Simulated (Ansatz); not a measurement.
`[OH][AlH][AlH2]` + H₂Se → `[AlH2][AlH][SeH]` + H₂O at 400 K and 1 bar (ligand exchange at the Al–O bond).

Isolated molecules relaxed with PBE0-D4/def2-TZVP in Ansatz; ΔE leaves out vibrations. CBS: MP2 limit from def2 TZ/QZ plus the TZ coupled-cluster correction, frozen cores. This one scheme is used for every species. For Se outer-core shells are correlated without core-valence functions, which leaves a few kJ/mol of doubt a bond. Scalar relativity is left out up to krypton. Each species was taken in one conformer, which may not be the lowest.

```csv
species,CCSD(T)/CBS energy (Eh),H − E (kJ/mol),S (J/(mol·K))
`[OH][AlH][AlH2]`,-561.63147,117.3,352.4
H₂Se,-2401.89790,49.4,229.5
`[AlH2][AlH][SeH]`,-2887.14851,105.9,385.2
H₂O,-76.37941,69.8,198.6
```

H − E and S are ideal-gas, rigid-rotor, harmonic terms from PBE0-D4/def2-TZVP, for one conformer and one mirror image of each species. 1 Eh = 2625.50 kJ/mol, R = 8.31446 J/(mol·K).

Problem. By hand: ΔE, ΔH, ΔS and ΔG.

Solution. ΔE = (-2887.14851) + (-76.37941) − (-561.63147) − (-2401.89790) = 0.00145 Eh = 3.8 kJ/mol. Δ(H − E) = 105.9 + 69.8 − 117.3 − 49.4 = 9.0, so ΔH = 12.8 kJ/mol. ΔS = 385.2 + 198.6 − 352.4 − 229.5 = 1.9 J/(mol·K). ΔG = 12.8 − 400 × (1.9)/1000 = 12.0 kJ/mol.

Problem. By hand: the equilibrium constant, and the temperature at which ΔG would vanish if ΔH and ΔS stayed fixed.

Solution. log₁₀ K = −ΔG/(RT ln 10) = -1.6. ΔG = 0 at ΔH/ΔS = 6737 K, far beyond where these terms or the molecules hold.

The number of gas molecules stays the same, so ΔS is small and ΔH decides. A doubt of 5 kJ/mol in ΔE shifts log₁₀ K by 0.7 here. Other conformers and mirror images would add mixing entropy, several J/(mol·K) or more a flexible species. These are equilibria of isolated gas molecules and say nothing of rates. Largest T1 diagnostic: 0.013 (customary marks: 0.02 for closed shells, 0.045 for open ones).
